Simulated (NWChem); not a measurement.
# BH₂SF; SMILES FBS

```xyz
5

B     -0.5391    -0.6030     0.0000
F      0.2966    -1.6420     0.0000
H     -1.7375    -0.8044     0.0000
S      0.1746     1.0567     0.0000
H     -1.0299     1.6900     0.0000
```
Atoms are numbered in this order, from 1.

All runs: NWChem. The geometry was optimised at PBE-D3(BJ)/def2-SVP.

### Question
Estimate the computed values for PW91/def2-SVP. Quantities: highest occupied level (eV); orbital gap (eV); dipole (D).

### Answer
| Quantity | Value |
|---|---|
| highest occupied level (eV) | -7.00 |
| orbital gap (eV) | 5.50 |
| dipole (D) | 1.51 |
